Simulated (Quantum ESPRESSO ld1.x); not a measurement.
Input (ld1.x (Quantum ESPRESSO 7.5)):

```
 &input
    atom='Os',
    iswitch=1,
    rel=2,
    dft='PZ',
    config='[Ne] 3s2 3p2 4s0 3d0',
    rel_dist='energy',
    verbosity='high',
    lsmall=.true.,
    prefix='ld1',
    max_out_wfc=37,
    file_charge='ld1.rho',
 /
```

Command: `OMP_NUM_THREADS=1 ld1.x < ld1.in > ld1.out`

Output (excerpt):

```
     Program LD1 v.7.5 starts

     --------------------------- All-electron run ----------------------------

     dirac relativistic calculation

     atomic number is 76.00
     dft =PZ   lsd =0 sic =0 latt =0  beta=0.20 tr2=1.0E-14
     Exchange-correlation= PZ
                           (   1   1   0   0   0   0   0)
     mesh =2117 r(mesh) =  99.21276 a.u. xmin = -8.00 dx = 0.00800
     1 Ry =  13.60569312 eV, c = 137.03599908

     n l j   nl                  e(Ry)          e(Ha)          e(eV)
     Spin orbit split results
     1 0 0.5 1S 1( 2.00)   -5794.964386768   -2897.482193384 -78844.5071050
     2 0 0.5 2S 1( 2.00)   -1303.554789456    -651.777394728 -17735.7664343
     2 1 0.5 2P 1( 2.00)   -1268.404869793    -634.202434896 -17257.5274141
     2 1 1.5 2P 1( 4.00)   -1153.052569485    -576.526284743 -15688.0794151
     3 0 0.5 3S 1( 2.00)    -526.682994773    -263.341497386  -7165.8872000
     3 1 0.5 3P 1( 2.00)    -513.938514471    -256.969257236  -6992.4897120
     3 1 1.5 3P 1( 0.00)    -483.131683622    -241.565841811  -6573.3414254
     4 0 0.5 4S 1( 0.00)    -280.857657037    -140.428828518  -3821.2630929
     3 2 1.5 3D 1( 0.00)    -466.437773295    -233.218886648  -6346.2092044
     3 2 2.5 3D 1( 0.00)    -459.164551545    -229.582275773  -6247.2519813
     Averaged results
     1 0     1S 1( 2.00)   -5794.964386768   -2897.482193384 -78844.5071050
     2 0     2S 1( 2.00)   -1303.554789456    -651.777394728 -17735.7664343
     2 1     2P 1( 6.00)   -1191.503336255    -595.751668127 -16211.2287481
     3 0     3S 1( 2.00)    -526.682994773    -263.341497386  -7165.8872000
     3 1     3P 1( 2.00)    -493.400627238    -246.700313619  -6713.0575209
     4 0     4S 1( 0.00)    -280.857657037    -140.428828518  -3821.2630929
     3 2     3D 1( 0.00)    -462.073840245    -231.036920123  -6286.8348705

     final scf error:  6.3E-16 reached in  12 iterations

     Etot =  -25650.843345 Ry,  -12825.421672 Ha, -348997.502895 eV

     Ekin =   30127.578392 Ry,   15063.789196 Ha,  409906.586135 eV
     Encl =  -57797.354784 Ry,  -28898.677392 Ha, -786373.072510 eV
     Eh   =    2324.338515 Ry,    1162.169258 Ha,   31624.236551 eV
     Exc  =    -305.405468 Ry,    -152.702734 Ha,   -4155.253071 eV
```

Run on one thread of a shared host, so times are rough (Intel(R) Xeon(R) Processor @ 2.60GHz): 0.59 s of CPU time, 0.61 s wall, 12 iterations on 2117 mesh points.
